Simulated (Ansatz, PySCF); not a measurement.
Molecule: Al₂H₄ (charge 0, singlet). 
Geometry from a B3LYP-D3(BJ)/def2-TZVP (Ansatz, a first-principles code) optimisation:
```
Al
H 1 1.5905
H 1 1.5905 2 116.05
Al 1 2.5886 2 121.97 3 180.00
H 4 1.5905 1 121.97 2 -90.00
H 4 1.5905 5 116.05 1 180.00
```

Total electronic energies in hartree. Cores are frozen in the correlated levels unless marked. Spin-orbit coupling is left out. No relativistic terms. Basis-set limits of correlation are two-point, X^-3; Hartree-Fock from the larger set. The bracket is a focal-point correction in the basis named.

```csv
level,program,energy (Eh)
SVWN5/def2-TZVPD,Ansatz,?
BLYP-D3(BJ)/def2-TZVPD,Ansatz + dftd3,-487.22900
B3LYP-D4/def2-TZVPD,Ansatz + dftd4,-487.28253
PBE0/STO-3G,Ansatz,-481.10096
PBE0-D3(BJ)/def2-TZVPD,Ansatz + dftd3,-486.98971
r2SCANh/def2-TZVPD,Ansatz,-487.15700
PW6B95/def2-TZVPD,PySCF,?
CAM-B3LYP-D4/def2-TZVPD,Ansatz + dftd4,-487.23264
MP2/aug-cc-pV(T+d)Z,Ansatz,-486.31174
MP2/cc-pV(T+d)Z,Ansatz,-486.30784
MP2/cc-pVTZ,Ansatz,-486.30538
RI-MP2/aug-cc-pV(T+d)Z,Ansatz,-486.31162
RI-MP2/cc-pV(T+d)Z,Ansatz,-486.30771
RI-MP2/def2-QZVPPD,Ansatz,-486.32525
"RI-MP2/CBS(def2-TZVPP,def2-QZVPP)",Ansatz,-486.3337
SCS-MP2/def2-SVPD,Ansatz,-486.12629
CCSD/6-31G*,Ansatz,-486.22483
CCSD/def2-SVPD,Ansatz,-486.14912
CCSD(T)/6-31G,Ansatz,-486.15069
CCSD(T)/aug-cc-pV(D+d)Z,Ansatz,-486.31511
CCSD(T)/aug-cc-pV(T+d)Z,Ansatz,-486.35589
"RI-MP2/CBS(cc-pV(T+d)Z,cc-pV(Q+d)Z)+[CCSD(T)-MP2]/cc-pV(D+d)Z",Ansatz,-486.3765
"CCSD(T)/CBS(cc-pV(T+d)Z,cc-pV(Q+d)Z)",Ansatz,-486.3721
```

Complete the blanks.


- SVWN5/def2-TZVPD, energy (Eh): -485.07220
- PW6B95/def2-TZVPD, energy (Eh): -487.68734
